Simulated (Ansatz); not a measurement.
Ansatz results at the PBE0-D4/def2-TZVP geometry: HOMO energy (B3LYP/def2-TZVPP) -7.55 eV; HOMO energy (PBE/def2-TZVPP) -6.63 eV; HOMO–LUMO gap (PBE0/def2-TZVPP) 7.42 eV.

Q: Which molecule gave them?
A. `IC1CB[SiH2]1`
B. `C[SiH](F)[SnH3]`
C. `IC1C[SiH2]O1`
D. `F/C=[CH]/[AlH2]`

A: B. The others give `F/C=[CH]/[AlH2]`: -7.77, -6.84, 6.34; `IC1CB[SiH2]1`: -6.68, -5.82, 4.53; `IC1C[SiH2]O1`: -6.95, -6.05, 6.23.

B3LYP here is the variant with VWN-RPA as its local correlation; programs differ in this.
